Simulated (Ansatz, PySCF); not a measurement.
Ansatz (an electronic-structure program) was given this input:
Ansatz 0.2 input:
```yaml
crystal:
  periodic: [false, false, false]
  atoms:
    - {symbol: F, position_ang: [-0.99621526, 0.24724638, 0.11745443]}
    - {symbol: B, position_ang: [0.04267924, -0.54682470, -0.35213529]}
    - {symbol: O, position_ang: [1.09406763, 0.06361327, 0.08794831]}
basis:
  gaussian:
    orbitals: cc-pVDZ
hamiltonian:
  xc: blyp
magnetization: {spin_polarized: true, initial_magnetization: 2}
accuracy: high
```

**Question.** Give the equivalent PySCF input.

**Answer.** Several could match; the one computed here: 
```python
from pyscf import gto, scf, dft

mol = gto.M(
    atom='''
F    -0.99621526    0.24724638    0.11745443
B     0.04267924   -0.54682470   -0.35213529
O     1.09406763    0.06361327    0.08794831
''',
    basis='cc-pvdz',
    spin=2,
    verbose=4,
)

mf = dft.UKS(mol)
mf.xc = 'blyp'
mf.grids.atom_grid = (99, 590)
mf.grids.prune = None
mf.kernel()
```

Both were run: Ansatz gave -199.825103 Eh and PySCF -199.825103 Eh, 0.000 mEh apart.
